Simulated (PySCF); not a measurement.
C2H12N2Si2, SMILES N([Si@H](N)C)(C)[SiH3].

The structure is a stationary point at ωB97X-D3(BJ)/def2-SVP. The structure was generated by enumeration; whether it is a known compound was not checked. The values are those of a single conformer.

Level of theory: PySCF with ωB97X-D3(BJ)/def2-SVP.

Frequencies are harmonic and unscaled.

```tsv
mode	ν (cm⁻¹)	IR (km/mol)	moving atoms (share of kinetic energy)
1	37	1.5	H 37 %, C 36 %, Si 16 %, N 12 %
2	75	0.1	H 91 %
3	107	0.7	C 35 %, H 31 %, N 21 %, Si 13 %
4	139	2.2	H 37 %, N 30 %, Si 28 %
5	163	1.1	H 82 %, N 11 %
6	175	1.4	H 84 %, N 9 %
7	225	11.9	H 49 %, N 26 %, C 19 %
8	263	5.9	H 53 %, N 36 %
9	292	6.4	H 43 %, C 24 %, Si 20 %, N 13 %
10	299	11.9	H 40 %, Si 23 %, N 22 %, C 15 %
11	361	117.1	H 84 %, N 9 %
12	376	31.8	H 35 %, Si 35 %, N 22 %, C 8 %
13	569	0.5	Si 40 %, C 27 %, H 23 %, N 10 %
14	652	8.0	H 88 %
15	694	5.9	H 42 %, C 35 %, Si 17 %
16	710	14.5	H 75 %, Si 13 %
17	725	18.6	H 81 %, Si 12 %
18	761	40.3	H 69 %, C 16 %
19	824	22.1	H 51 %, N 32 %, Si 10 %
20	858	76.6	H 70 %, N 14 %, Si 10 %
21	906	283.0	H 46 %, Si 33 %, N 15 %
22	933	395.4	H 61 %, Si 22 %, N 12 %
23	946	61.8	H 50 %, N 38 %
24	969	99.4	H 95 %
25	981	80.1	H 96 %
26	1012	230.9	H 88 %, Si 10 %
27	1146	5.1	H 76 %, C 19 %
28	1213	72.5	H 47 %, N 33 %, C 18 %
29	1221	202.2	N 58 %, C 26 %, H 13 %
30	1282	49.7	H 76 %, C 23 %
31	1441	4.5	H 96 %
32	1443	2.4	H 96 %
33	1463	3.4	H 87 %, C 13 %
34	1483	9.0	H 96 %
35	1501	8.8	H 97 %
36	1552	64.5	H 89 %, N 11 %
37	2207	204.5	H 97 %
38	2228	170.6	H 96 %
39	2232	175.7	H 96 %
40	2247	90.6	H 99 %
41	3026	71.0	H 97 %
42	3062	2.7	H 97 %
43	3102	30.7	H 91 %, C 9 %
44	3138	19.3	H 90 %, C 10 %
45	3164	6.5	H 91 %, C 9 %
46	3166	5.4	H 91 %, C 9 %
47	3630	36.7	H 96 %
48	3728	35.1	H 91 %, N 9 %
```
